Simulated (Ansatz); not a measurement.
Geometry optimisation, Ansatz, UKS PBE0/6-31G.

Input file:

```yaml
crystal:
  periodic: [false, false, false]
  atoms:
    - { symbol: Si, position_ang: [-0.06889, 0.85564, -1.25231] }
    - { symbol: "N", position_ang: [-0.17844, -0.47175, -0.11987] }
    - { symbol: Al, position_ang: [0.17446, -0.84093, 1.60193] }
    - { symbol: Cl, position_ang: [0.89109, 0.45007, 2.97913] }
    - { symbol: H, position_ang: [0.62565, 0.36692, -2.45035] }
    - { symbol: H, position_ang: [-1.42474, 1.28948, -1.61565] }
    - { symbol: H, position_ang: [0.25266, 0.44694, 0.10764] }
    - { symbol: H, position_ang: [-0.57948, -1.29216, -0.56545] }
    - { symbol: H, position_ang: [-0.115, -2.28222, 2.01353] }
magnetization:
  spin_polarized: true
basis:
  gaussian: { orbitals: "6-31G" }
hamiltonian:
  xc: pbe0
relax:
  f_tol: 0.02
  max_steps: 50
output:
  orbitals: {}
```

Launched with:

```bash
$ ansatz run input.yaml --threads 1 --pin off --max-ram 2048MiB --backend cpu --events-out ev --progress --plain --runs-dir out
```

**Question.** Where does it end, and by what steps?

**Answer.** The run converged. Limits of this set-up: no polarisation functions. After 12 steps the energy has fallen by 5.760 eV; H7 moved furthest, 1.35 Å. Parted: N2–H7.

```
step  energy less start (eV)  largest force component (eV/Å)  accepted
   0                  0.0000                           7.747       yes
   1                 -1.4273                           4.345       yes
   2                 -2.1237                           1.880       yes
   3                 -2.5802                           1.735       yes
   4                 -3.2293                           3.051       yes
   5                 -4.3580                           2.635       yes
   6                 -5.1369                           1.566       yes
   7                 -5.6259                           0.794       yes
   8                 -5.7345                           0.284       yes
   9                 -5.7566                           0.120       yes
  10                 -5.7552                           0.182        no
  11                 -5.7589                           0.065       yes
  12                 -5.7597                           0.013       yes
```

```xyz
9
Properties=species:S:1:pos:R:3
Si -0.065 0.693 -1.093
N -0.315 -0.800 -0.131
Al 0.026 -1.125 1.594
Cl 0.821 0.516 2.813
H 0.634 0.356 -2.384
H -1.368 1.367 -1.436
H 0.780 1.626 -0.282
H -0.710 -1.573 -0.660
H -0.225 -2.537 2.277
```

Whether the end is a true minimum wasn't checked by a vibrational analysis.

The run took 71 s on 1 thread of Arm Neoverse V1, on a shared host, peak memory 0.19 GiB.
